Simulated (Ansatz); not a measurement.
Total energies of Pt2H4 from Ansatz at PBE-D4/def2-TZVP, gas phase (1 Eh = 27.2114 eV = 2625.5 kJ/mol). The reference geometry is relaxed at B3LYP-D4/def2-TZVP.

Cartesian coordinates in Å:
```
Pt 0.9663 0.4650 0.7234
Pt -0.9671 -0.4651 -0.7193
H 1.3660 -0.8022 1.4561
H -2.5028 -0.5976 -0.6361
H 2.5015 0.5999 0.6330
H -1.3639 0.8000 -1.4570
```

```
                 state                       geometry  energy (Eh)
      charge 0 singlet                      reference   -241.19128
      charge 1 doublet                      reference   -240.86100
      charge 1 doublet  relaxed at B3LYP-D4/def2-TZVP   -240.89575
      charge 0 triplet  relaxed at B3LYP-D4/def2-TZVP   -241.15083
      charge 0 quintet  relaxed at B3LYP-D4/def2-TZVP   -241.06735
free Pt atom (triplet)                              –   -119.30159
 free H atom (doublet)                              –     -0.49962
```

In the def2 sets Pt takes a core potential; there is no spin–orbit coupling.

(1) Work out the vertical ionisation energy to the doublet.

(2) How much does the charge 1 doublet relax, and what is the adiabatic ionisation energy?

(3) Which of the charge 0 states is lowest, and how far above it are the others?

(4) What is the binding energy per atom against free atoms?

(1) E(charge 1 doublet) − E(charge 0 singlet) = -240.86100 − (-241.19128) = 0.33028 Eh = 8.99 eV. For comparison, −ε of the highest occupied level is 5.84 eV at this level, 3.15 eV less.

(2) Relaxation: -240.86100 − (-240.89575) = 0.03475 Eh = 0.95 eV. Adiabatic ionisation energy: 0.29553 Eh = 8.04 eV, without zero-point energy. 

(3) The singlet. triplet: -241.15083 − (-241.19128) = 0.04045 Eh = 106.2 kJ/mol; quintet: -241.06735 − (-241.19128) = 0.12393 Eh = 325.4 kJ/mol. The triplet differs in its bonds from the reference.

(4) Atoms: 2 × (-119.30159) + 4 × (-0.49962) = -240.60166 Eh. Binding: -240.60166 − (-241.19128) = 0.58962 Eh = 16.04 eV, or 2.67 eV for each of 6 atoms (no zero-point energy, no counterpoise term).

The structure comes from a short search, and lower isomers may exist.
